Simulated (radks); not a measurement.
Results of a calculation; reference values are marked as such.
The selenium ion Se24+, 10 electrons, occupied as [Ne].

Level of theory: scalar-relativistic Kohn-Sham, PBE, spin-polarised, spherical densities, point nucleus (a radial shooting solver on a logarithmic mesh with Libxc functionals).

Energy parts (hartree):
total: -2056.55415
kinetic: 2105.26099
electron-nucleus: -4432.33815
Hartree: 325.61562
exchange-correlation: -55.09260

Orbitals (lengths in bohr, moments of r in powers of bohr; r(90%) holds 90 % of the orbital's charge):
[
 {"orbital": "1s", "occ.": "2", "eigenvalue (hartree)": "-500.9993", "r(90%)": "0.0787"},
 {"orbital": "2s", "occ.": "2", "eigenvalue (hartree)": "-98.14566", "r(90%)": "0.296"},
 {"orbital": "2p", "occ.": "6", "eigenvalue (hartree)": "-91.46595", "r(90%)": "0.271"},
 {"orbital": "3s", "occ.": "0", "eigenvalue (hartree)": "-38.92530", "r(90%)": "0.678"},
 {"orbital": "3p", "occ.": "0", "eigenvalue (hartree)": "-36.86024", "r(90%)": "0.671"},
 {"orbital": "3d", "occ.": "0", "eigenvalue (hartree)": "-34.24864", "r(90%)": "0.614"}
]

The highest occupied level is 2p at -2488.9 eV. The density falls to 0.001 e/bohr^3 at r = 0.68 bohr.
